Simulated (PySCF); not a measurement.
From results back to the method.

C4H8OSi.
SMILES: `CO[SiH2]CC#C`

The closed-shell ground state was solved 7 times with PySCF (density fitting, gas phase), always with PBE0, in these basis sets: 6-311+G(2d,p), STO-3G, aug-cc-pVDZ, cc-pVDZ, def2-TZVP, pcSseg-0 and pcSseg-1. The structure is a single PBE0-D3(BJ)/def2-SVP conformer in the gas phase; no vibrational or solvent corrections.

```
row  total energy (Eh)  HOMO (eV)  LUMO (eV)  dipole (D)
  P          -521.5929      -7.49       0.13        1.16
  Q          -521.5156      -7.32       0.94        1.09
  R          -521.4769      -7.48       0.70        1.32
  S          -521.5333      -7.48      -0.06        1.09
  T          -521.6166      -7.46       0.48        1.16
  U          -520.6393      -7.61       0.91        1.48
  V          -515.2314      -4.11       5.08        1.00
```

Task: Which basis belongs to which row?

Result: P = 6-311+G(2d,p), Q = cc-pVDZ, R = pcSseg-1, S = aug-cc-pVDZ, T = def2-TZVP, U = pcSseg-0, V = STO-3G. From the lowest total energy up: def2-TZVP (240 functions) 0 eV; 6-311+G(2d,p) (218 functions) +0.64 eV; aug-cc-pVDZ (214 functions) +2.27 eV; cc-pVDZ (128 functions) +2.75 eV; pcSseg-1 (149 functions) +3.80 eV; pcSseg-0 (74 functions) +26.59 eV; STO-3G (42 functions) +173.75 eV.

Shape of the structure used: `[CH:1]#[C:2][CH2:3][SiH2:4][O:5][CH3:6]`: C2–C3–Si4–O5 179°, C3–Si4–O5–C6 -179°.
